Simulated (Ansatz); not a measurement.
Changing the shape of KH, singlet

Program: Ansatz, Gaussian basis, development build. Basis def2-SVP, nonrelativistic, 5 orbitals frozen in the corrections; active space CAS(2,2). Restricted Hartree–Fock, then the lowest state-specific CASSCF solution met for each case. A minimal or small basis: far from the basis limit. On stretched bonds single-reference methods can fail or change state. Solutions in different active orbitals can move differences by tenths of an eV and at times more than 1 eV.

Case A: bond length 2.2400 Å.

Case B: bond length 3.3600 Å. A bond is stretched, to 1.44 times the sum of the covalent radii.

Energy less that of case A, in eV:

```
case  RHF/ROHF  CASSCF
   B    +0.834  +0.574
```

Give the SC-NEVPT2 energies against case A.

B: +0.656 eV (15.1 kcal/mol).
